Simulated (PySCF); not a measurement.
Simulation results for C2H8OSi, CH3BFO

Computed with PySCF 2.14.0. Calculation on a computer-drawn molecule: the log of a Hartree-Fock and frozen-core CCSD(T) single point meant for a local Hartree-Fock minimum, with one planted fault or none, to be diagnosed. Offsets are logged minus clean, where the clean run is the same molecule without the fault. The reference is restricted for singlets and unrestricted otherwise, and also for a bond in bohr or an excited solution. Adding or removing an electron swaps singlet and doublet. The excited solution moves the top pair (singlet) or top alpha electron (doublet) to the lowest empty orbital. Highest occupied and lowest empty are orbital energies over both spins, largest force is the largest gradient component, triples share is (T) over the correlation energy, the T1 limit is 0.02 restricted and 0.045 unrestricted, electrons count all cores, a negative frequency is imaginary (commonest isotopes), and the dipole is about the centre of nuclear charge.

Common to all runs: meant multiplicity 1; logged SCF converged yes; logged spin squared 0; possible faults no fault, one electron removed, one electron added, multiplicity raised by two, geometry at a saddle point, SCF held on an excited solution, minimal basis STO-3G, one bond length entered in bohr, all coordinates scaled.

```yaml
- entry: 1
  formula: C2H8OSi
  logged_structure:
    atoms_angstrom:
      - [C, -1.2045, 0.3432, -0.254]
      - [O, -0.5434, 1.2445, -1.163]
      - [C, -0.0153, 2.4604, -0.5531]
      - [Si, 1.8896, 2.267, -0.107]
      - [H, -1.5275, -0.5574, -0.847]
      - [H, -0.5201, -0.0007, 0.5805]
      - [H, -2.1209, 0.8229, 0.2092]
      - [H, -0.6269, 2.763, 0.3526]
      - [H, -0.1336, 3.2932, -1.3082]
      - [H, 2.108, 1.0889, 0.8486]
      - [H, 2.3885, 3.5518, 0.569]
      - [H, 2.698, 2.0244, -1.3836]
  given:
    meant_charge: 0
    meant_basis: "cc-pV(D+d)Z"
    logged_electrons: 42
    logged_basis_functions: 105
    "logged_highest_occupied [eV]": -10.617
    "logged_lowest_empty [eV]": 4.1254
    "logged_largest_force [hartree/bohr]": 0.031875
    logged_T1_diagnostic: 0.011157
    logged_D1_diagnostic: 0.03162
    logged_triples_share: 0.026742
    logged_CC_converged: "yes"
    "logged_dipole_magnitude [debye]": 1.4801
    logged_SCF_stable_within_its_kind: "yes"
    "logged_energy_HF [hartree]": -444.15606
    "logged_energy_CCSD(T) [hartree]": -444.81615
    drawn_bonds_atom: [1, 2, 3, 1, 1, 1, 3, 3, 4, 4, 4]
    drawn_bonds_other_atom: [2, 3, 4, 5, 6, 7, 8, 9, 10, 11, 12]
    drawn_bonds_order: [1, 1, 1, 1, 1, 1, 1, 1, 1, 1, 1]
  results:
    planted_fault: "all coordinates scaled, by +3.4 %"
    "HF_energy_offset_from_clean_run [kcal/mol]": 7.451
    "CCSD(T)_energy_offset_from_clean_run [kcal/mol]": 2.366
- entry: 2
  formula: CH3BFO
  logged_structure:
    atoms_angstrom:
      - [C, -3.2229, -0.1358, -0.5191]
      - [O, -2.5088, -1.3878, -0.0975]
      - [B, -1.9337, -2.3935, 0.2415]
      - [F, -1.3401, -3.4314, 0.5911]
      - [H, -4.185, -0.473, -0.88]
      - [H, -2.5974, 0.2947, -1.2892]
      - [H, -3.2825, 0.4654, 0.3778]
  given:
    meant_charge: 1
    meant_basis: cc-pVDZ
    logged_electrons: 30
    logged_basis_functions: 71
    "logged_highest_occupied [eV]": -9.9311
    "logged_lowest_empty [eV]": -13.281
    "logged_largest_force [hartree/bohr]": 0.31096
    logged_CC_converged: "no"
    "logged_dipole_magnitude [debye]": 4.8646
    logged_SCF_stable_within_its_kind: "no"
    "logged_energy_HF [hartree]": -237.54414
    drawn_bonds_atom: [1, 2, 3, 1, 1, 1]
    drawn_bonds_other_atom: [2, 3, 4, 5, 6, 7]
    drawn_bonds_order: [1, 1, 1, 1, 1, 1]
  results:
    planted_fault: "SCF held on an excited solution"
    "HF_energy_offset_from_clean_run [kcal/mol]": 539.7
  notes: ["CCSD not converged"]
```
